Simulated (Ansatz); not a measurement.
One change: `C[CH2][In]([OH])[F]` becomes `C[CH2][In]([OH])[SH]`.

Ansatz, PBE0-D4/def2-TZVP geometries, multiplicity 1. Each molecule was computed in one conformer, which needn't be the lowest.

Elements past krypton have def2 core potentials.

```tsv
property	`C[CH2][In]([OH])[F]`
LUMO energy (B3LYP/def2-TZVPP) / eV	-1.65
HOMO energy (B3LYP/def2-TZVPP) / eV	-7.85
HOMO–LUMO gap (PBE/def2-TZVPP) / eV	4.57
HOMO energy (ωB97M-V/def2-TZVPP) / eV	-10.25
HOMO energy (PBE/def2-TZVPP) / eV	-6.75
HOMO–LUMO gap (ωB97M-V/def2-TZVPP) / eV	10.68
```

(1) Give the same properties after the change, and the shifts. (Estimate.)

Answers

(1) The calculation gave: 
| property | `C[CH2][In]([OH])[SH]` | shift |
| --- | --- | --- |
| LUMO energy (B3LYP/def2-TZVPP) / eV | -1.24 | 0.41 |
| HOMO energy (B3LYP/def2-TZVPP) / eV | -6.99 | 0.86 |
| HOMO–LUMO gap (PBE/def2-TZVPP) / eV | 4.23 | -0.34 |
| HOMO energy (ωB97M-V/def2-TZVPP) / eV | -9.45 | 0.80 |
| HOMO energy (PBE/def2-TZVPP) / eV | -6.01 | 0.74 |
| HOMO–LUMO gap (ωB97M-V/def2-TZVPP) / eV | 10.07 | -0.61 |

With PBE0 the HOMO rises by 0.82 eV and the LUMO rises by 0.38 eV, so the gap narrows by about 0.44 eV. PBE moves the HOMO by 0.74 eV and ωB97M-V by 0.80 eV.

Positive LUMOs are unbound, so they and the gaps depend on the basis.

B3LYP here is the variant with VWN-RPA as its local correlation; programs differ in this.
